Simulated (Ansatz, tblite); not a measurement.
Cost and result up the ladder for `Cc1csc(-c2sc(-c3sc(-c4sc(-c5sccc5C)cc4C)cc3C)cc2C)c1` (52 atoms). Charge 0, multiplicity 1. Geometry: r2SCAN-D4/def2-SVP.

Cartesian coordinates in Å:
```
C -5.698 6.507 -3.068
C -5.646 5.522 -1.939
C -6.603 5.412 -0.951
S -6.246 4.158 0.176
C -4.769 3.734 -0.665
C -3.888 2.686 -0.210
S -2.282 2.597 -0.894
C -1.869 1.184 0.048
C -0.599 0.517 -0.056
S -0.441 -1.078 0.642
C 1.237 -1.206 0.176
C 2.048 -2.351 0.495
S 3.783 -2.215 0.327
C 4.044 -3.865 0.834
C 5.355 -4.463 0.895
S 5.476 -6.201 1.052
C 7.193 -6.146 1.082
C 7.658 -4.858 0.967
C 6.625 -3.881 0.857
C 6.899 -2.413 0.733
C 2.822 -4.461 1.123
C 1.692 -3.629 0.941
C 0.291 -4.089 1.204
C 1.622 -0.051 -0.498
C 0.606 0.923 -0.641
C 0.820 2.228 -1.346
C -2.948 0.834 0.854
C -4.085 1.666 0.725
C -5.338 1.458 1.520
C -4.606 4.564 -1.767
H -5.766 5.993 -4.040
H -6.566 7.175 -2.977
H -4.790 7.131 -3.094
H -7.514 6.001 -0.835
H 7.767 -7.067 1.181
H 8.721 -4.603 0.965
H 6.625 -2.025 -0.263
H 7.968 -2.207 0.886
H 6.330 -1.826 1.473
H 2.745 -5.495 1.471
H 0.271 -5.171 1.399
H -0.374 -3.884 0.349
H -0.148 -3.584 2.080
H 2.631 0.084 -0.895
H 1.882 2.360 -1.599
H 0.508 3.085 -0.727
H 0.244 2.283 -2.285
H -2.911 -0.015 1.542
H -5.496 2.269 2.252
H -6.232 1.429 0.876
H -5.288 0.512 2.078
H -3.757 4.472 -2.449
```

Ansatz on 2 threads of AMD EPYC 7R13 on a shared host and a share (18 GiB) of an NVIDIA H100 80GB HBM3; xTB runs through tblite on one thread. Times are rough, summed over both states, and most runs start from the orbitals of an earlier one. PBE0-D4/def2-TZVP serves as the yardstick here, not as an exact answer. The other state is a doublet.

The xTB rows come from tblite. Single mean-field runs in def2-TZVP are fitted with def2-universal-jkfit.

Raw xTB energies of ions are shifted by several eV.

| level | functions | wall time | vertical IE (eV) | difference from PBE0-D4/def2-TZVP (eV) |
| --- | --- | --- | --- | --- |
| GFN2-xTB | 167 | 0.37 s | 10.91 | 4.88 |
| GFN1-xTB | 189 | 0.4 s | 11.60 | 5.58 |
| PBE-D4/def2-TZVP | 1092 | 34 s | 5.81 | -0.22 |
| B97M-V/def2-TZVP | 1092 | 51 s | 5.78 | -0.25 |
| PBE0-D4/def2-TZVP (with forces) | 1092 | 56 s | 6.03 | 0.00 |
